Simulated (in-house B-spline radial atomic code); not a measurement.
Values are calculated unless marked as measured or tabulated.
# Correlation energy from the adiabatic connection: −Z exp(−kr)/r, Z = 3.32, k = 1.37

Two electrons in a singlet, external potential −Z exp(−kr)/r, Z = 3.32, k = 1.37 (atomic units). Full CI in B-splines (partial waves to l = 8, correlation up to 0.6 % small) with the density held fixed gives W(λ) = <V_ee>_λ − U, and E_c is the integral of W(λ) − W(0) from 0 to 1.

| λ | W(λ) − W(0) (hartree) |
| --- | --- |
| 0 | 0.00000 |
| 0.02 | -0.00202 |
| 0.05 | -0.00504 |
| 0.12 | -0.01196 |
| 0.25 | -0.02443 |
| 0.4 | -0.03822 |
| 0.6 | -0.05567 |
| 0.8 | -0.07215 |
| 1 | -0.08771 |

Q: Integrate the table by the trapezoid rule.

A: The strips give -0.00002, -0.00011, -0.00059, -0.00237, -0.00470, -0.00939, -0.01278, -0.01599, which sum to -0.04594 hartree. The direct value, W(1) − W(0) + T_c with T_c = 0.04171, is -0.04600; the curve is convex, so chords lie above it and the trapezoids fall short in size by 0.13 %.

Q: Now use only three numbers: W(0) = -1.5445, the initial slope W'(0) = -0.1015 (extrapolated from the first points) and the strong-coupling limit of the point-charge-plus-continuum model, W∞ = -2.2203. What do second-order theory and the interpolation W(λ) = W∞ + (W(0) − W∞)/√(1 + 2χλ) of Seidl, Perdew and Levy give?

A: Second order keeps the slope alone: E_c = W'(0)/2 = -0.05075, +10 % in size against -0.04600. Matching the slope fixes χ = W'(0)/(W∞ − W(0)) = -0.1015/(-0.67580) = 0.15019. Integrating, with s = √(1 + 2χ) = 1.140344, E_c = −(W(0) − W∞)(s − 1)/(s + 1) = −0.67580 × 0.140344/2.140344 = -0.04431 hartree, -3.7 % in size against the full result. At λ = 1 the formula gives W − W(0) = -0.08317 against -0.08771. Part of the miss can come from the model's W∞.
